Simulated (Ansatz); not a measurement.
Consider the hydrogenolysis of a B–C bond: `FCBI` + H₂ → `BI` + fluoromethane.

Calculated with Ansatz (gas phase, PBE0-D4/def2-TZVP geometries, no zero-point term in ΔE). CBS: MP2 limit from def2 TZ/QZ plus the TZ coupled-cluster correction, frozen cores. This one scheme is used for every species. Functionals use def2-TZVPP. B3LYP here is the variant with VWN-RPA as its local correlation; programs differ in this. HSE06 is defined as in plane-wave codes. def2 core potentials past Kr. For I outer-core shells are correlated without core-valence functions, which leaves a few kJ/mol of doubt a bond. One conformer a species, not always the lowest.

CCSD(T)/CBS gives -0.18 eV.

Q: Another level gave -0.09 eV. Which?
A. r2SCAN-D4/def2-TZVPP
B. HSE06-D4/def2-TZVPP
C. LDA (SPW92)/def2-TZVPP
D. B3LYP/def2-TZVPP

A: A. r2SCAN-D4 -0.09, HSE06-D4 -0.13, B3LYP -0.25, LDA (SPW92) 0.02 eV.

Largest T1 diagnostic among the species: 0.012.

At CCSD(T), def2-SVP lies −0.06 eV from the extrapolated value and def2-TZVPP −0.03 eV. The D4 term adds +0.09 eV with B3LYP and +0.05 eV with PBE0; it sums over pairs of atoms, weighted by their polarisabilities, and B3LYP, whose exchange is more repulsive, gets the larger term.
